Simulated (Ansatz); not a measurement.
One change: `CO[SiH](C)S` becomes `C[SiH](S)[SiH2]Cl`.

Ansatz, PBE0-D4/def2-TZVP geometries, multiplicity 1. Each molecule was computed in one conformer, which needn't be the lowest.

| property | `CO[SiH](C)S` |
| --- | --- |
| LUMO energy (B3LYP/def2-TZVPP) / eV | 0.12 |
| HOMO energy (ωB97M-V/def2-TZVPP) / eV | -9.69 |
| HOMO–LUMO gap (PBE/def2-TZVPP) / eV | 5.71 |
| LUMO energy (PBE0/def2-TZVPP) / eV | 0.41 |
| HOMO–LUMO gap (ωB97M-V/def2-TZVPP) / eV | 11.84 |
| LUMO energy (ωB97M-V/def2-TZVPP) / eV | 2.15 |

Give the same properties after the change, and the shifts. (An estimate is asked.)

Computed: 
```tsv
property	`C[SiH](S)[SiH2]Cl`	shift
LUMO energy (B3LYP/def2-TZVPP) / eV	-0.88	-1.00
HOMO energy (ωB97M-V/def2-TZVPP) / eV	-9.38	0.31
HOMO–LUMO gap (PBE/def2-TZVPP) / eV	4.55	-1.16
LUMO energy (PBE0/def2-TZVPP) / eV	-0.72	-1.13
HOMO–LUMO gap (ωB97M-V/def2-TZVPP) / eV	10.45	-1.39
LUMO energy (ωB97M-V/def2-TZVPP) / eV	1.07	-1.08
```

With PBE0 the HOMO rises by 0.18 eV and the LUMO falls by 1.13 eV, so the gap narrows by about 1.31 eV. PBE moves the HOMO by 0.10 eV and ωB97M-V by 0.31 eV.

B3LYP here is the variant with VWN-RPA as its local correlation; programs differ in this.
